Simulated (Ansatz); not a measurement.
Geometry optimisation of Zn12S12 (started as a model of: Zn12S12 wurtzite hole rod).

```yaml
crystal:
  periodic: [false, false, false]
  atoms:
    - {symbol: S, position_ang: [-2.159960, -1.238860, -3.713180]}
    - {symbol: S, position_ang: [-0.017470, -2.533520, -1.161650]}
    - {symbol: S, position_ang: [-2.202550, -1.271440, 1.167500]}
    - {symbol: S, position_ang: [0.005300, -2.479470, 3.714650]}
    - {symbol: S, position_ang: [-2.198520, 1.258250, -1.154800]}
    - {symbol: S, position_ang: [-2.133710, 1.250020, 3.703140]}
    - {symbol: S, position_ang: [2.145690, -1.247460, -3.705170]}
    - {symbol: S, position_ang: [2.189590, -1.276750, 1.157580]}
    - {symbol: S, position_ang: [0.001950, 2.481850, -3.699460]}
    - {symbol: S, position_ang: [2.195600, 1.260060, -1.158280]}
    - {symbol: S, position_ang: [0.005400, 2.540900, 1.152930]}
    - {symbol: S, position_ang: [2.165170, 1.245440, 3.696880]}
    - {symbol: Zn, position_ang: [-0.008560, -2.069740, -3.468100]}
    - {symbol: Zn, position_ang: [-2.049790, -1.180310, -1.241820]}
    - {symbol: Zn, position_ang: [-0.012210, -2.349480, 1.242980]}
    - {symbol: Zn, position_ang: [-1.786880, -1.030170, 3.473440]}
    - {symbol: Zn, position_ang: [-1.795810, 1.034590, -3.463150]}
    - {symbol: Zn, position_ang: [-2.031790, 1.172340, 1.242220]}
    - {symbol: Zn, position_ang: [2.034370, -1.182860, -1.242680]}
    - {symbol: Zn, position_ang: [1.800170, -1.035070, 3.466380]}
    - {symbol: Zn, position_ang: [1.797720, 1.035420, -3.465210]}
    - {symbol: Zn, position_ang: [0.001170, 2.354700, -1.242150]}
    - {symbol: Zn, position_ang: [2.041530, 1.177480, 1.238180]}
    - {symbol: Zn, position_ang: [0.013600, 2.084080, 3.459800]}
basis:
  gaussian: {orbitals: def2-SVP, fitting: {mean_field: def2-universal-jkfit}}
hamiltonian: {xc: pbe, dispersion: d4}
scf: {lower_state_search: "off"}
output: {orbitals: {seedname: orbitals}}
relax: {f_tol: 0.03, max_steps: 70}
```

```sh
$ ansatz run in.yaml --threads 4 --pin off --events-out ev --progress --plain --max-ram 46080MiB --backend cuda --devices 0, --max-vram 37GiB
```

Output, abridged:

```
Functional definition: PBE
mean field -710823.28516304 eV, -26122.2739164142 hartree, gradient 6.5e-6 eV, S^2 0.000000; 0 other end points of the search recorded, 0 dependent functions left out
relax step   1: F+E_penalty+E_count = -710826.52239346 eV  Δ(F+E_penalty+E_count) = +0.000e0 eV  max|allowed force component| = 8.765e-1 eV/Å  Δτ_max = 0.0000 Å  (18 SCF iters, accepted)
mean field -710824.57103149 eV, -26122.3211712081 hartree, gradient 2.9e-6 eV, S^2 0.000000; 0 other end points of the search recorded, 0 dependent functions left out
relax step   2: F+E_penalty+E_count = -710827.88117363 eV  Δ(F+E_penalty+E_count) = -1.359e0 eV  max|allowed force component| = 3.425e-1 eV/Å  Δτ_max = 0.1977 Å  (24 SCF iters, accepted)
mean field -710824.69420890 eV, -26122.3256978941 hartree, gradient 1.0e-6 eV, S^2 0.000000; 0 other end points of the search recorded, 0 dependent functions left out
relax step   3: F+E_penalty+E_count = -710828.06652203 eV  Δ(F+E_penalty+E_count) = -1.853e-1 eV  max|allowed force component| = 2.496e-1 eV/Å  Δτ_max = 0.1156 Å  (24 SCF iters, accepted)
mean field -710824.74804422 eV, -26122.3276763058 hartree, gradient 1.3e-6 eV, S^2 0.000000; 0 other end points of the search recorded, 0 dependent functions left out
relax step   4: F+E_penalty+E_count = -710828.10522845 eV  Δ(F+E_penalty+E_count) = -3.871e-2 eV  max|allowed force component| = 3.096e-2 eV/Å  Δτ_max = 0.0394 Å  (20 SCF iters, accepted)
mean field -710824.75079081 eV, -26122.3277772410 hartree, gradient 1.0e-6 eV, S^2 0.000000; 0 other end points of the search recorded, 0 dependent functions left out
relax step   5: F+E_penalty+E_count = -710828.10610878 eV  Δ(F+E_penalty+E_count) = -8.803e-4 eV  max|allowed force component| = 1.164e-2 eV/Å  Δτ_max = 0.0079 Å  (19 SCF iters, accepted)
Total energy: -710828.10620725 eV, -26122.4510865209 hartree
Atom 0 at    -2.189739    -1.258401    -3.743407 Å, force     0.009914     0.005662     0.005865 eV/Å
Atom 1 at    -0.006894    -2.592846    -1.154092 Å, force     0.000141    -0.003276     0.011106 eV/Å
Atom 2 at    -2.245134    -1.290894     1.160922 Å, force    -0.003005    -0.001543    -0.010923 eV/Å
Atom 3 at     0.001249    -2.515627     3.750076 Å, force    -0.000097     0.011357    -0.005905 eV/Å
Atom 4 at    -2.244111     1.298963    -1.153736 Å, force    -0.002696     0.001828     0.011016 eV/Å
Atom 5 at    -2.173163     1.266976     3.749952 Å, force     0.009814    -0.005841    -0.005805 eV/Å
Atom 6 at     2.173296    -1.266699    -3.749970 Å, force    -0.009967     0.005588     0.005801 eV/Å
Atom 7 at     2.243810    -1.299477     1.153736 Å, force     0.002930    -0.001528    -0.010845 eV/Å
Atom 8 at    -0.001091     2.516097    -3.749439 Å, force    -0.000134    -0.011636     0.005729 eV/Å
Atom 9 at     2.245248     1.290584    -1.160712 Å, force     0.002780     0.001737     0.010943 eV/Å
Atom 10 at     0.006614     2.592744     1.153837 Å, force     0.000041     0.003351    -0.010722 eV/Å
Atom 11 at     2.190036     1.258757     3.742795 Å, force    -0.010070    -0.005804    -0.005644 eV/Å
Atom 12 at    -0.008879    -1.843574    -3.445180 Å, force     0.000023     0.008628    -0.009521 eV/Å
Atom 13 at    -1.795828    -1.032260    -1.290481 Å, force    -0.004657    -0.002658     0.000489 eV/Å
Atom 14 at    -0.001913    -2.068098     1.295970 Å, force     0.000043    -0.005480    -0.000570 eV/Å
Atom 15 at    -1.590373    -0.914301     3.450048 Å, force     0.007539     0.004229     0.009524 eV/Å
Atom 16 at    -1.597722     0.920577    -3.444951 Å, force     0.007491    -0.004323    -0.009555 eV/Å
Atom 17 at    -1.787745     1.038783     1.295934 Å, force    -0.004699     0.002733    -0.000447 eV/Å
Atom 18 at     1.787642    -1.039006    -1.295937 Å, force     0.004638    -0.002700     0.000324 eV/Å
Atom 19 at     1.597884    -0.920291     3.444989 Å, force    -0.007441     0.004298     0.009422 eV/Å
Atom 20 at     1.590340     0.914485    -3.449889 Å, force    -0.007473    -0.004239    -0.009527 eV/Å
Atom 21 at     0.001804     2.067874    -1.295630 Å, force     0.000024     0.005397     0.000266 eV/Å
Atom 22 at     1.795655     1.032001     1.290157 Å, force     0.004792     0.002759    -0.000443 eV/Å
Atom 23 at     0.009022     1.843634     3.445038 Å, force     0.000066    -0.008538     0.009424 eV/Å
Dipole moment:    -0.000022     0.000006     0.000127 e Å
Checks for a lower state left out: stability, starts, cluster_reference, orbital_swaps, neighbouring_geometries, increment
```

Hardware: 4 threads of AMD EPYC 7R13 on a shared host and a share (37 GiB) of an NVIDIA H100 80GB HBM3. Wall time 29 s, peak host memory 1.4 GiB.

Single mean-field runs in def2-SVP are fitted with def2-universal-jkfit. Another isomer (singlet) lies 2.49 eV lower at PBE0-D4/def2-TZVP; other spin states weren't run for this one.
